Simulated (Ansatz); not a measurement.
The cluster PbO₄, 5 atoms. Hardware: 4 threads of Arm Neoverse V2 on a shared host.

In the def2 sets Pb takes a core potential; there is no spin–orbit coupling. Correlated methods freeze 8 core orbitals; core or outer-core shells of Pb are correlated, in sets that lack core-valence functions.

(1) How many basis functions does each of these Ansatz runs have, and roughly what does it cost? CCSD(T)/def2-TZVPP, charge 0 quintet, energy, from earlier orbitals; ωB97M-V/def2-TZVP, charge 0 triplet, energy, from earlier orbitals; PBE-D4/def2-TZVPD, charge 0 singlet, energy, from earlier orbitals; PBE with 40 % exact exchange/def2-SVP, charge 0 singlet, energy, from earlier orbitals; CCSD(T)/def2-TZVPP, charge 0 triplet, energy, from earlier orbitals; PBE with 10 % exact exchange/def2-SVP, charge 0 triplet, energy, from earlier orbitals; PBE with 15 % exact exchange/def2-SVP, charge 0 triplet, energy, from earlier orbitals; PBE-D4/def2-TZVP, charge 1 doublet at the geometry of the charge 0 singlet, energy, from earlier orbitals; PBE with 40 % exact exchange/def2-SVP, charge 0 triplet, energy, from earlier orbitals; PBE0-D4/def2-SVP, charge 0 unrestricted singlet, energy with a search over starts; PBE with 15 % exact exchange/def2-SVP, charge 0 quintet, energy, from earlier orbitals; RPA@PBE/def2-TZVP, charge 0 singlet, energy, from earlier orbitals.

Answers

(1) Other jobs shared the machine, so times can vary by a factor of up to 3. A dash marks memory too small to be measured apart from the calling script's.

```csv
run,functions,fitting or Cholesky vectors,wall time,peak host memory (GiB)
"PBE with 40 % exact exchange/def2-SVP, charge 0 singlet, energy, from earlier orbitals",82,869,0.75 s,–
"PBE with 15 % exact exchange/def2-SVP, charge 0 triplet, energy, from earlier orbitals",82,869,1.3 s,–
"PBE with 10 % exact exchange/def2-SVP, charge 0 triplet, energy, from earlier orbitals",82,869,1.3 s,–
"PBE with 15 % exact exchange/def2-SVP, charge 0 quintet, energy, from earlier orbitals",82,867,1.3 s,–
"PBE0-D4/def2-SVP, charge 0 unrestricted singlet, energy with a search over starts",82,869,1.4 s,–
"PBE-D4/def2-TZVPD, charge 0 singlet, energy, from earlier orbitals",216,1132,1.7 s,–
"PBE-D4/def2-TZVP, charge 1 doublet at the geometry of the charge 0 singlet, energy, from earlier orbitals",174,986,2.4 s,–
"RPA@PBE/def2-TZVP, charge 0 singlet, energy, from earlier orbitals",174,1317,2.9 s,–
"PBE with 40 % exact exchange/def2-SVP, charge 0 triplet, energy, from earlier orbitals",82,869,3.1 s,–
"ωB97M-V/def2-TZVP, charge 0 triplet, energy, from earlier orbitals",174,1021,26 s,0.95
"CCSD(T)/def2-TZVPP, charge 0 triplet, energy, from earlier orbitals",174,1321,10 min,3.3
"CCSD(T)/def2-TZVPP, charge 0 quintet, energy, from earlier orbitals",174,1313,13 min,3.3
```
